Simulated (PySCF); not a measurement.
## Iodine: a sound run and one with changed settings

Sound run: I⁺ [Kr] 4d10 5s2 5p4, I²⁺ [Kr] 4d10 5s2 5p3. Calculation: PySCF 2.14, in cc-pVTZ-PP with ECP28MDF (5s4p3d1f, 39 functions); a scalar-relativistic core potential. The sound run starts from symmetry-adapted Hartree-Fock orbitals and uses a fine grid where one is needed.

Changed run: 6 angular points. This setting is unsound on purpose.

```tsv
species	method	sound run (hartree)	changed run (hartree)	converged
I⁺	UHF	-294.30966	-294.30966	yes
I⁺	M06-L	-295.47224	-299.02219	no
I⁺	r2SCAN	-295.41557	-299.11431	yes
I²⁺	UHF	-293.66025	-293.66025	yes
I²⁺	M06-L	-294.79254	-297.61325	yes
I²⁺	r2SCAN	-294.72689	-297.60703	yes
```

Ionisation energy of I⁺:

```json
{"method": "UHF", "sound run (eV)": "17.671", "changed run (eV)": "17.671"}
```

A coarse angular grid integrates products of high-l functions wrongly, so density functionals can shift, and the SCF can exploit the error; Hartree-Fock and MP2 need no grid.

For comparison, NIST gives 19.131 eV between the lowest levels.
